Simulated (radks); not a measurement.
Results of a calculation; reference values are marked as such.
Trend from K to Kr: ionisation energy by Delta-SCF between NIST ground configurations, and size. Level of theory: Dirac Kohn-Sham, PBE, spin-unpolarised, spherical densities, finite nucleus; open shells fill j = l - 1/2 first; Fermi nuclear charge, rms radius of each element as measured or else 0.836 A^(1/3) + 0.57 fm (a radial shooting solver on a logarithmic mesh with Libxc functionals).

species,configuration,configuration of the ion,IE (eV),NIST (eV),kind,-e(HOMO) (eV),outermost,<r> outermost (bohr),r at 0.001 e/bohr^3 (bohr)
K,[Ar] 4s1,[Ar],4.314,4.341,exp.,2.319 (4s1/2),4s1/2,5.01,4.39
Ca,[Ar] 4s2,[Ar] 4s1,6.309,6.113,exp.,3.766 (4s1/2),4s1/2,4.02,5.08
Sc,[Ar] 3d1 4s2,[Ar] 3d1 4s1,6.895,6.561,exp.,3.246 (3d3/2),4s1/2,3.72,4.97
Ti,[Ar] 3d2 4s2,[Ar] 3d2 4s1,7.344,6.828,exp.,4.274 (3d3/2),4s1/2,3.51,4.84
V,[Ar] 3d3 4s2,[Ar] 3d4,7.176,6.746,exp.,4.698 (4s1/2),4s1/2,3.35,4.73
Cr,[Ar] 3d5 4s1,[Ar] 3d5,6.896,6.767,exp.,2.856 (3d5/2),4s1/2,3.44,4.49
Mn,[Ar] 3d5 4s2,[Ar] 3d5 4s1,8.412,7.434,exp.,5.103 (4s1/2),4s1/2,3.10,4.54
Fe,[Ar] 3d6 4s2,[Ar] 3d6 4s1,8.726,7.902,exp.,5.289 (4s1/2),4s1/2,2.99,4.46
Co,[Ar] 3d7 4s2,[Ar] 3d8,6.561,7.881,exp.,5.467 (4s1/2),4s1/2,2.89,4.38
Ni,[Ar] 3d8 4s2,[Ar] 3d9,6.421,7.640,exp.,5.641 (4s1/2),4s1/2,2.81,4.31
Cu,[Ar] 3d10 4s1,[Ar] 3d10,8.149,7.726,exp.,4.610 (4s1/2),4s1/2,2.94,4.10
Zn,[Ar] 3d10 4s2,[Ar] 3d10 4s1,9.889,9.394,exp.,5.978 (4s1/2),4s1/2,2.65,4.19
Ga,[Ar] 3d10 4s2 4p1,[Ar] 3d10 4s2,5.767,5.999,exp.,2.622 (4p1/2),4p1/2,3.39,4.40
Ge,[Ar] 3d10 4s2 4p2,[Ar] 3d10 4s2 4p1,7.532,7.899,exp.,3.947 (4p1/2),4p1/2,2.87,4.45
As,[Ar] 3d10 4s2 4p3,[Ar] 3d10 4s2 4p2,8.979,9.789,exp.,5.047 (4p3/2),4p3/2,2.58,4.39
Se,[Ar] 3d10 4s2 4p4,[Ar] 3d10 4s2 4p3,10.657,9.752,exp.,6.346 (4p3/2),4p3/2,2.32,4.28
Br,[Ar] 3d10 4s2 4p5,[Ar] 3d10 4s2 4p4,12.346,11.814,exp.,7.675 (4p3/2),4p3/2,2.12,4.16
Kr,[Kr],[Ar] 3d10 4s2 4p5,14.058,14.000,exp.,9.041 (4p3/2),4p3/2,1.96,4.04

Reference values: NIST Atomic Spectra Database (measured). Spin polarisation and multiplet splitting are left out, so open shells lie too high by an amount that depends on their filling.

Beside tabulated values, note that spin-unpolarised runs miss the spin-polarisation part of the exchange energy of open shells.
